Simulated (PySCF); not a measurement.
Compound: C8H16N (charge +1).
SMILES: `C1CC[N+]2(C1)CCCC2`

The closed-shell ground state was solved at several levels (PySCF, density fitting, gas phase, non-relativistic). The structure is a single PBE0-D3(BJ)/def2-SVP conformer in the gas phase; no vibrational or solvent corrections.

```tsv
level	basis functions	total energy (Eh)	HOMO (eV)	LUMO (eV)	gap (eV)
PBE0/pcSseg-1	233	-368.5180	-13.54	-3.20	10.34
CAM-B3LYP/def2-SVPD	308	-368.5504	-14.96	-2.65	12.31
```

(1) What might B97-2/pcSseg-1 (233 basis functions) give for the same quantities?

(2) Over all these levels, which gives the widest orbital gap and which the narrowest?

Answers

(1) Total energy -368.8306 Eh, HOMO -13.32 eV, LUMO -3.18 eV, gap 10.14 eV.

(2) CAM-B3LYP/def2-SVPD (range-separated hybrid) has the widest, 12.31 eV, and B97-2/pcSseg-1 (global hybrid, 21 % exact exchange) the narrowest, 10.14 eV. Functional and basis both differ between the two, so the spread mixes both effects.

***

Species: C9H7N.
SMILES: `C1c2ccc(C#N)cc2C1`

The closed-shell ground state was solved at several levels (PySCF, density fitting, gas phase, non-relativistic). Isolated species at its PBE0-D3(BJ)/def2-SVP geometry, gas phase.

| level | basis functions | total energy (Eh) | HOMO (eV) | LUMO (eV) | gap (eV) | dipole (D) |
| --- | --- | --- | --- | --- | --- | --- |
| CAM-B3LYP/def2-SVPD | 256 | -401.3720 | -8.60 | -0.41 | 8.19 | 5.51 |
| mPW1PW91/pcSseg-1 | 205 | -401.7276 | -7.47 | -1.48 | 5.99 | 5.42 |

Question: Estimate the row for PBE0/pcSseg-1, a basis of 205 functions; the other rows only guide the guess.

Answer: Total energy -401.3472 Eh, HOMO -7.45 eV, LUMO -1.46 eV, gap 5.99 eV, dipole 5.41 D.

Question: How far do the dipole and the HOMO energy spread over the levels?

Answer: The dipole runs from 5.41 to 5.51 D (mean 5.44 D) and the HOMO from -8.60 to -7.45 eV.
